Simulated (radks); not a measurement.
Q: Coulomb parameter of the 3d shell of neutral vanadium in the model configuration [Ar] 3d2 4s2 4p1, as a second difference U = [E(n + 0.5) + E(n - 0.5) - 2 E(n)] / (0.5)^2 with all orbitals relaxed. "Bare": the charge of the atom changes with n. "Screened": the 4p shell takes up the change at fixed total charge, which measures U(3d,3d) + U(4p,4p) - 2 U(3d,4p). Calculated with a radial shooting solver on a logarithmic mesh with Libxc functionals: Dirac Kohn-Sham, PBE, spin-unpolarised, spherical densities, finite nucleus; open shells are shared between the two j in proportion to 2j + 1; Fermi nuclear charge, rms radius 3.6002 fm. Estimate both.

A: U(bare) = 11.778 eV, U(screened by 4p) = 4.830 eV, against the Slater integral F0(3d,3d) = 19.919 eV with frozen orbitals. The step up makes a negative ion, whose loosely bound charge lowers the bare value.
